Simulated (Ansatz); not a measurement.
Ansatz (an electronic-structure program) job for Cl4Se, SMILES Cl[Se](Cl)(Cl)Cl (connectivity only; charge and spin as stated), charge -1, multiplicity 2, PBE-D3(BJ)/def2-SVPD. 

Ansatz 0.2 input:
```yaml
crystal:
  periodic: [false, false, false]
  atoms:
    - {symbol: Se, position_ang: [0.00000000, 0.00000000, -0.16716479]}
    - {symbol: Cl, position_ang: [1.69903416, 1.69903416, 0.08358240]}
    - {symbol: Cl, position_ang: [-1.69903416, 1.69903416, 0.08358240]}
    - {symbol: Cl, position_ang: [-1.69903416, -1.69903416, 0.08358240]}
    - {symbol: Cl, position_ang: [1.69903416, -1.69903416, 0.08358240]}
basis:
  gaussian:
    orbitals: def2-SVPD
hamiltonian:
  xc: pbe
  dispersion: d3bj
total_charge: -1
magnetization: {spin_polarized: true, initial_magnetization: 1}
relax: {f_tol: 0.002, max_steps: 200}
```

Log of the run:

```
WARN ansatz: RAYON_NUM_THREADS=1 ignored (pool sized by the plan → 1); use --threads N
Functional definition: PBE
integrals: 0.13 GiB planned
1555 factors; their error is unknown
mean field: 0.75 GiB planned
mean field evaluation 1: about -115386.6463 eV, gradient 2.9e1 eV
mean field evaluation 2: about -115353.7199 eV, gradient 8.2e1 eV
mean field evaluation 4: about -115391.3653 eV, gradient 1.8e0 eV
mean field evaluation 8: about -115391.3835 eV, gradient 1.2e-1 eV
mean field evaluation 16: about -115391.3429 eV, gradient 2.6e-4 eV
mean field evaluation 32: about -115389.3691 eV, gradient 1.2e-1 eV
mean field evaluation 64: about -115389.4131 eV, gradient 5.0e-1 eV
mean field -115391.34289181 eV, -4240.5536362125 hartree, gradient 9.8e-6 eV, S^2 0.751428; 8 other end points of the search recorded, 0 dependent functions left out
the calculation of the forces begins
reference -115391.34293646 eV, -4240.5536378536 hartree; 52, 51 occupied and 97, 98 virtual orbitals, 1555 factors
relax step   1: F+E_penalty+E_count = -115391.56093232 eV  Δ(F+E_penalty+E_count) = +0.000e0 eV  max|allowed force component| = 1.709e-1 eV/Å  Δτ_max = 0.0000 Å  (303 SCF iters, accepted)
these checks for a lower state are left out or cut short: starts, cluster_reference, orbital_swaps, neighbouring_geometries, increment
integrals: 0.13 GiB planned
1555 factors; their error is unknown
mean field: 0.75 GiB planned
mean field evaluation 96: about -115391.3509 eV, gradient 2.8e-3 eV
mean field -115391.35085528 eV, -4240.5539288647 hartree, gradient 1.9e-5 eV, S^2 0.751453; 0 other end points of the search recorded, 0 dependent functions left out
the calculation of the forces begins
reference -115391.35089993 eV, -4240.5539305055 hartree; 52, 51 occupied and 97, 98 virtual orbitals, 1555 factors
relax step   2: F+E_penalty+E_count = -115391.56823350 eV  Δ(F+E_penalty+E_count) = -7.301e-3 eV  max|allowed force component| = 9.182e-2 eV/Å  Δτ_max = 0.0430 Å  (34 SCF iters, accepted)
these checks for a lower state are left out or cut short: starts, cluster_reference, orbital_swaps, neighbouring_geometries, increment
integrals: 0.13 GiB planned
1555 factors; their error is unknown
mean field: 0.75 GiB planned
mean field -115391.35548268 eV, -4240.5540989185 hartree, gradient 1.8e-5 eV, S^2 0.751481; 0 other end points of the search recorded, 0 dependent functions left out
the calculation of the forces begins
reference -115391.35552734 eV, -4240.5541005597 hartree; 52, 51 occupied and 97, 98 virtual orbitals, 1555 factors
relax step   3: F+E_penalty+E_count = -115391.57213561 eV  Δ(F+E_penalty+E_count) = -3.902e-3 eV  max|allowed force component| = 3.704e-2 eV/Å  Δτ_max = 0.0499 Å  (33 SCF iters, accepted)
these checks for a lower state are left out or cut short: starts, cluster_reference, orbital_swaps, neighbouring_geometries, increment
integrals: 0.13 GiB planned
1555 factors; their error is unknown
mean field: 0.75 GiB planned
mean field -115391.35649136 eV, -4240.5541359869 hartree, gradient 2.3e-5 eV, S^2 0.751491; 0 other end points of the search recorded, 0 dependent functions left out
the calculation of the forces begins
reference -115391.35653600 eV, -4240.5541376275 hartree; 52, 51 occupied and 97, 98 virtual orbitals, 1555 factors
relax step   4: F+E_penalty+E_count = -115391.57303769 eV  Δ(F+E_penalty+E_count) = -9.021e-4 eV  max|allowed force component| = 1.367e-2 eV/Å  Δτ_max = 0.0299 Å  (32 SCF iters, accepted)
these checks for a lower state are left out or cut short: starts, cluster_reference, orbital_swaps, neighbouring_geometries, increment
integrals: 0.13 GiB planned
1555 factors; their error is unknown
mean field: 0.75 GiB planned
mean field -115391.35716529 eV, -4240.5541607532 hartree, gradient 1.1e-5 eV, S^2 0.751503; 0 other end points of the search recorded, 0 dependent functions left out
the calculation of the forces begins
reference -115391.35720995 eV, -4240.5541623945 hartree; 52, 51 occupied and 97, 98 virtual orbitals, 1555 factors
relax step   5: F+E_penalty+E_count = -115391.57342908 eV  Δ(F+E_penalty+E_count) = -3.914e-4 eV  max|allowed force component| = 2.912e-3 eV/Å  Δτ_max = 0.0396 Å  (34 SCF iters, accepted)
these checks for a lower state are left out or cut short: starts, cluster_reference, orbital_swaps, neighbouring_geometries, increment
integrals: 0.13 GiB planned
1555 factors; their error is unknown
mean field: 0.75 GiB planned
mean field -115391.35722297 eV, -4240.5541628730 hartree, gradient 6.9e-5 eV, S^2 0.751504; 0 other end points of the search recorded, 0 dependent functions left out
the calculation of the forces begins
reference -115391.35726763 eV, -4240.5541645143 hartree; 52, 51 occupied and 97, 98 virtual orbitals, 1555 factors
relax step   6: F+E_penalty+E_count = -115391.57346046 eV  Δ(F+E_penalty+E_count) = -3.138e-5 eV  max|allowed force component| = 1.293e-3 eV/Å  Δτ_max = 0.0125 Å  (28 SCF iters, accepted)
these checks for a lower state are left out or cut short: starts, cluster_reference, orbital_swaps, neighbouring_geometries, increment
integrals: 0.13 GiB planned
1555 factors; their error is unknown
mean field: 0.75 GiB planned
mean field evaluation 128: about -115391.3969 eV, gradient 9.0e-1 eV
mean field -115391.35727430 eV, -4240.5541647595 hartree, gradient 4.4e-5 eV, S^2 0.751506; 0 other end points of the search recorded, 0 dependent functions left out
the calculation of the forces begins
reference -115391.35731897 eV, -4240.5541664009 hartree; 52, 51 occupied and 97, 98 virtual orbitals, 1555 factors
relax step   7: F+E_penalty+E_count = -115391.57347233 eV  Δ(F+E_penalty+E_count) = -1.187e-5 eV  max|allowed force component| = 1.213e-3 eV/Å  Δτ_max = 0.0107 Å  (30 SCF iters, accepted)
these checks for a lower state are left out or cut short: starts, cluster_reference, orbital_swaps, neighbouring_geometries, increment
integrals: 0.13 GiB planned
1555 factors; their error is unknown
mean field: 0.75 GiB planned
mean field -115391.35725089 eV, -4240.5541638990 hartree, gradient 4.4e-5 eV, S^2 0.751506; 0 other end points of the search recorded, 0 dependent functions left out
the calculation of the forces begins
reference -115391.35729555 eV, -4240.5541655404 hartree; 52, 51 occupied and 97, 98 virtual orbitals, 1555 factors
relax step   8: F+E_penalty+E_count = -115391.57347221 eV  Δ(F+E_penalty+E_count) = +1.182e-7 eV  max|allowed force component| = 3.453e-3 eV/Å  Δτ_max = 0.0105 Å  (30 SCF iters, rejected (line search))
these checks for a lower state are left out or cut short: starts, cluster_reference, orbital_swaps, neighbouring_geometries, increment
integrals: 0.13 GiB planned
1555 factors; their error is unknown
mean field: 0.75 GiB planned
mean field -115391.35725175 eV, -4240.5541639308 hartree, gradient 2.4e-5 eV, S^2 0.751506; 0 other end points of the search recorded, 0 dependent functions left out
the calculation of the forces begins
reference -115391.35729642 eV, -4240.5541655722 hartree; 52, 51 occupied and 97, 98 virtual orbitals, 1555 factors
relax step   9: F+E_penalty+E_count = -115391.57347242 eV  Δ(F+E_penalty+E_count) = -9.798e-8 eV  max|allowed force component| = 2.678e-3 eV/Å  Δτ_max = 0.0051 Å  (31 SCF iters, accepted)
these checks for a lower state are left out or cut short: starts, cluster_reference, orbital_swaps, neighbouring_geometries, increment
integrals: 0.13 GiB planned
1555 factors; their error is unknown
mean field: 0.75 GiB planned
mean field -115391.35727152 eV, -4240.5541646571 hartree, gradient 2.7e-5 eV, S^2 0.751506; 0 other end points of the search recorded, 0 dependent functions left out
the calculation of the forces begins
reference -115391.35731618 eV, -4240.5541662985 hartree; 52, 51 occupied and 97, 98 virtual orbitals, 1555 factors
relax step  10: F+E_penalty+E_count = -115391.57347685 eV  Δ(F+E_penalty+E_count) = -4.421e-6 eV  max|allowed force component| = 1.245e-3 eV/Å  Δτ_max = 0.0091 Å  (31 SCF iters, accepted)
these checks for a lower state are left out or cut short: starts, cluster_reference, orbital_swaps, neighbouring_geometries, increment
integrals: 0.13 GiB planned
1555 factors; their error is unknown
mean field: 0.75 GiB planned
mean field -115391.35727860 eV, -4240.5541649175 hartree, gradient 2.3e-5 eV, S^2 0.751506; 0 other end points of the search recorded, 0 dependent functions left out
the calculation of the forces begins
reference -115391.35732327 eV, -4240.5541665590 hartree; 52, 51 occupied and 97, 98 virtual orbitals, 1555 factors
relax step  11: F+E_penalty+E_count = -115391.57346876 eV  Δ(F+E_penalty+E_count) = +8.085e-6 eV  max|allowed force component| = 4.838e-3 eV/Å  Δτ_max = 0.0044 Å  (32 SCF iters, rejected (line search))
these checks for a lower state are left out or cut short: starts, cluster_reference, orbital_swaps, neighbouring_geometries, increment
integrals: 0.13 GiB planned
1555 factors; their error is unknown
mean field: 0.75 GiB planned
mean field -115391.35727305 eV, -4240.5541647134 hartree, gradient 1.9e-5 eV, S^2 0.751506; 0 other end points of the search recorded, 0 dependent functions left out
the calculation of the forces begins
reference -115391.35731771 eV, -4240.5541663548 hartree; 52, 51 occupied and 97, 98 virtual orbitals, 1555 factors
relax step  12: F+E_penalty+E_count = -115391.57347807 eV  Δ(F+E_penalty+E_count) = -1.225e-6 eV  max|allowed force component| = 4.716e-5 eV/Å  Δτ_max = 0.0008 Å  (24 SCF iters, accepted)
integrals: 0.13 GiB planned
1555 factors; their error is unknown
mean field: 0.75 GiB planned
mean field evaluation 160: about -115352.4817 eV, gradient 8.4e1 eV
mean field evaluation 192: about -115390.0520 eV, gradient 7.2e-3 eV
mean field -115391.35727305 eV, -4240.5541647134 hartree, gradient 1.9e-5 eV, S^2 0.751506; 5 other end points of the search recorded, 0 dependent functions left out
the calculation of the forces begins
reference -115391.35731771 eV, -4240.5541663548 hartree; 52, 51 occupied and 97, 98 virtual orbitals, 1555 factors
Total energy: -115391.57352274 eV, -4240.5621117428 hartree
Atom 0 at    -0.000001    -0.000005     0.032751 Å, force     0.000026     0.000047     0.000005 eV/Å
Atom 1 at     1.712722     1.712729     0.033604 Å, force     0.000006    -0.000008    -0.000001 eV/Å
Atom 2 at    -1.712722     1.712728     0.033603 Å, force    -0.000019     0.000000    -0.000001 eV/Å
Atom 3 at    -1.712728    -1.712726     0.033604 Å, force    -0.000017    -0.000024    -0.000001 eV/Å
Atom 4 at     1.712729    -1.712727     0.033603 Å, force     0.000004    -0.000015    -0.000001 eV/Å
Dipole moment:    -0.000007    -0.000008    -0.000464 e Å
```

Self-consistency was reached.

Cost: roughly 110 core-seconds.
